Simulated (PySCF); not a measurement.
**S⁺: excitation energy**

S⁺ [Ne] 3s2 3p3 (4S) → S⁺ [Ne] 3s1 3p4 (4P), as a difference of total energies. Computed with PySCF 2.14 in x2c-TZVPPall with one added diffuse shell each of s, p, d type (6s6p4d1f, 51 functions), with the spin-free X2C one-electron Hamiltonian (Gaussian nucleus). Correlated levels: valence: [Ne] frozen. The calculations carry no spin-orbit coupling.

```
           method  excitation energy (eV)
              UHF                  10.526
    MP2 (valence)                  10.517
SCS-MP2 (valence)                  10.518
   CCSD (valence)                  10.005
CCSD(T) (valence)                   9.876
```

Question: How much does correlation contribute at CCSD(T) (valence)?

Answer: 9.876 − (10.526) = -0.650 eV, measured against UHF.

Errors of the correlated levels include the incompleteness of this basis and the frozen core.

The coupled-cluster amplitudes are large for the upper state (T1 above 0.03 or a double amplitude above 0.15), so a single reference is strained.

For comparison: 9.870 eV (measured; NIST levels, between the centres of gravity of the two terms).
